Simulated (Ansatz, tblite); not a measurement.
Forces on `CCCCCCCCCCCCCCSC(C)=O` at its PBE-D4/def2-SVP geometry. Total charge 0; singlet.

The xTB rows come from tblite. Single mean-field runs in def2-TZVP are fitted with def2-universal-jkfit.

GFN2-xTB (tblite), largest force 1.55 eV/Å:

```xyz
50
positions Å, forces eV/Å
C    -7.645    3.544   -2.983   -0.325    0.352   -0.286
C    -6.500    2.957   -2.157    0.034   -0.659    0.263
C    -5.391    3.972   -1.852   -0.008    0.572   -0.407
C    -4.253    3.445   -0.969    0.096    0.083    0.684
C    -3.414    2.325   -1.594   -0.134   -0.337   -0.771
C    -2.233    1.883   -0.725    0.183    0.361    0.765
C    -1.394    0.759   -1.338   -0.177   -0.353   -0.768
C    -0.201    0.334   -0.477    0.180    0.397    0.726
C     0.630   -0.796   -1.095   -0.318   -0.344   -0.501
C     1.882   -1.192   -0.299    0.642    0.233   -0.098
C     1.595   -1.806    1.077   -0.642   -0.223    0.115
C     2.843   -2.209    1.874    0.345    0.309    0.505
C     3.657   -3.350    1.251   -0.182   -0.382   -0.586
C     4.810   -3.849    2.122   -0.179   -0.318    0.210
S     6.083   -2.548    2.353    0.310   -0.647    0.426
C     7.250   -3.487    3.356    0.143   -0.663    0.303
C     8.483   -2.689    3.732    0.034    0.158   -0.038
O     7.053   -4.643    3.682   -0.025    1.446   -0.554
H    -7.283    3.926   -3.961   -0.137   -0.263    0.607
H    -8.127    4.396   -2.458    0.336   -0.529   -0.246
H    -8.433    2.792   -3.191    0.539    0.375    0.189
H    -6.072    2.082   -2.694   -0.202    0.536    0.174
H    -6.896    2.555   -1.198    0.144    0.311   -0.480
H    -5.848    4.860   -1.360    0.224   -0.513   -0.151
H    -4.967    4.348   -2.811   -0.187   -0.298    0.481
H    -4.673    3.089    0.000    0.161    0.109   -0.557
H    -3.578    4.290   -0.707   -0.335   -0.396   -0.245
H    -4.056    1.441   -1.806    0.306    0.461    0.230
H    -3.034    2.662   -2.586   -0.143   -0.099    0.566
H    -1.579    2.761   -0.520   -0.313   -0.445   -0.209
H    -2.612    1.558    0.271    0.138    0.089   -0.561
H    -1.028    1.078   -2.341   -0.137   -0.082    0.561
H    -2.045   -0.124   -1.528    0.318    0.447    0.204
H    -0.573    0.030    0.527    0.141    0.063   -0.582
H     0.456    1.215   -0.298   -0.327   -0.454   -0.198
H     0.937   -0.492   -2.120   -0.076   -0.080    0.564
H    -0.016   -1.693   -1.231    0.323    0.460    0.179
H     2.475   -1.908   -0.908   -0.412    0.295    0.308
H     2.534   -0.297   -0.169   -0.423   -0.423   -0.014
H     0.938   -2.696    0.948    0.425    0.416    0.014
H     1.008   -1.086    1.686    0.409   -0.297   -0.313
H     3.499   -1.319    2.010   -0.304   -0.457   -0.197
H     2.537   -2.513    2.899    0.058    0.081   -0.557
H     2.986   -4.217    1.063    0.287    0.420    0.166
H     4.052   -3.050    0.256   -0.128   -0.042    0.592
H     5.317   -4.726    1.674   -0.208    0.505    0.112
H     4.460   -4.155    3.129    0.163    0.281   -0.463
H     9.042   -2.393    2.821   -0.378   -0.218    0.506
H     9.129   -3.308    4.380   -0.344    0.344   -0.351
H     8.198   -1.758    4.263    0.104   -0.581   -0.317
```

r2SCAN-D4/def2-TZVP (Ansatz), largest force 0.89 eV/Å:

```
C -0.262 0.205 -0.205
C 0.063 -0.451 0.156
C -0.028 0.386 -0.203
C 0.091 0.106 0.417
C -0.102 -0.217 -0.432
C 0.105 0.204 0.434
C -0.102 -0.199 -0.436
C 0.088 0.202 0.441
C -0.167 -0.186 -0.359
C 0.422 0.061 -0.115
C -0.426 -0.061 0.118
C 0.189 0.190 0.355
C -0.097 -0.138 -0.431
C 0.072 -0.347 0.242
S 0.023 -0.416 0.182
C -0.145 -0.414 0.038
C 0.241 0.090 0.109
O 0.164 0.843 -0.217
H -0.142 -0.188 0.461
H 0.241 -0.401 -0.222
H 0.390 0.336 0.114
H -0.190 0.417 0.220
H 0.166 0.199 -0.413
H 0.191 -0.401 -0.195
H -0.177 -0.185 0.407
H 0.167 0.134 -0.430
H -0.289 -0.362 -0.140
H 0.280 0.387 0.122
H -0.150 -0.125 0.431
H -0.276 -0.375 -0.113
H 0.148 0.120 -0.440
H -0.144 -0.117 0.442
H 0.276 0.377 0.108
H 0.147 0.116 -0.459
H -0.274 -0.374 -0.099
H -0.116 -0.112 0.458
H 0.275 0.384 0.085
H -0.290 0.302 0.269
H -0.293 -0.370 -0.042
H 0.295 0.367 0.041
H 0.291 -0.308 -0.271
H -0.303 -0.384 -0.090
H 0.118 0.113 -0.451
H 0.281 0.370 0.105
H -0.166 -0.116 0.468
H -0.238 0.454 0.176
H 0.151 0.190 -0.476
H -0.293 -0.156 0.415
H -0.311 0.299 -0.312
H 0.107 -0.452 -0.261
```

PBE0-D4/def2-TZVP (Ansatz), largest force 1.40 eV/Å:

```
C -0.171 0.163 -0.142
C 0.065 -0.341 0.130
C -0.020 0.281 -0.166
C 0.070 0.060 0.316
C -0.071 -0.170 -0.335
C 0.082 0.160 0.338
C -0.079 -0.155 -0.340
C 0.064 0.162 0.339
C -0.140 -0.139 -0.260
C 0.312 0.058 -0.072
C -0.315 -0.057 0.075
C 0.161 0.138 0.255
C -0.082 -0.100 -0.327
C 0.127 -0.197 0.223
S 0.031 -0.709 0.290
C -0.286 -0.674 0.061
C 0.161 0.032 0.083
O 0.257 1.335 -0.352
H -0.151 -0.194 0.472
H 0.244 -0.413 -0.231
H 0.399 0.343 0.118
H -0.201 0.439 0.239
H 0.174 0.213 -0.448
H 0.211 -0.429 -0.208
H -0.191 -0.197 0.441
H 0.182 0.148 -0.462
H -0.315 -0.386 -0.149
H 0.297 0.418 0.125
H -0.163 -0.137 0.469
H -0.298 -0.405 -0.120
H 0.162 0.131 -0.474
H -0.156 -0.128 0.476
H 0.298 0.408 0.115
H 0.165 0.124 -0.487
H -0.299 -0.405 -0.108
H -0.122 -0.125 0.491
H 0.298 0.415 0.087
H -0.305 0.326 0.286
H -0.318 -0.402 -0.049
H 0.321 0.400 0.048
H 0.305 -0.331 -0.289
H -0.325 -0.410 -0.088
H 0.123 0.128 -0.488
H 0.309 0.402 0.111
H -0.183 -0.125 0.493
H -0.262 0.483 0.184
H 0.160 0.201 -0.514
H -0.303 -0.172 0.421
H -0.319 0.305 -0.318
H 0.099 -0.471 -0.261
```
